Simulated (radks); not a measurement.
The numbers below are computed, except where a source is named.
Valence configurations of the iodine ion I2+ (all share [Kr]). Code: a radial shooting solver on a logarithmic mesh with Libxc functionals. Model: Dirac Kohn-Sham, PBE, spin-unpolarised, spherical densities, finite nucleus; open shells are shared between the two j in proportion to 2j + 1; Fermi nuclear charge, rms radius 4.75 fm. Energies are relative to 4d10 5s2 5p3; eigenvalues in eV.

[
 {"valence": "4d10 5s2 5p3", "E (eV)": "0.000", "e(4d3/2)": "-71.560", "e(4d5/2)": "-69.839", "e(5p1/2)": "-25.367", "e(5p3/2)": "-24.075", "e(5s1/2)": "-35.979"},
 {"valence": "4d10 5s1.5 5p3.5", "E (eV)": "5.753", "e(4d3/2)": "-72.222", "e(4d5/2)": "-70.499", "e(5p1/2)": "-25.691", "e(5p3/2)": "-24.384", "e(5s1/2)": "-36.359"},
 {"valence": "4d10 5s1 5p4", "E (eV)": "11.539", "e(4d3/2)": "-72.875", "e(4d5/2)": "-71.150", "e(5p1/2)": "-26.009", "e(5p3/2)": "-24.687", "e(5s1/2)": "-36.731"},
 {"valence": "4d10 5p5", "E (eV)": "23.206", "e(4d3/2)": "-74.159", "e(4d5/2)": "-72.428", "e(5p1/2)": "-26.627", "e(5p3/2)": "-25.277", "e(5s1/2)": "-"},
 {"valence": "4d9 5s2 5p4", "E (eV)": "48.648", "e(4d3/2)": "-78.634", "e(4d5/2)": "-76.843", "e(5p1/2)": "-27.237", "e(5p3/2)": "-25.800", "e(5s1/2)": "-38.433"},
 {"valence": "4d9 5s1.5 5p4.5", "E (eV)": "54.740", "e(4d3/2)": "-79.262", "e(4d5/2)": "-77.468", "e(5p1/2)": "-27.541", "e(5p3/2)": "-26.089", "e(5s1/2)": "-38.788"},
 {"valence": "4d9 5s1 5p5", "E (eV)": "60.863", "e(4d3/2)": "-79.883", "e(4d5/2)": "-78.086", "e(5p1/2)": "-27.839", "e(5p3/2)": "-26.373", "e(5s1/2)": "-39.137"},
 {"valence": "4d8 5s2 5p5", "E (eV)": "102.57", "e(4d3/2)": "-85.676", "e(4d5/2)": "-83.813", "e(5p1/2)": "-29.040", "e(5p3/2)": "-27.456", "e(5s1/2)": "-40.793"}
]

NIST lists [Kr] 4d10 5s2 5p3 as the ground configuration; this level of theory agrees among the configurations tried. The energies are those of spherical spin-averaged densities, not of single terms.
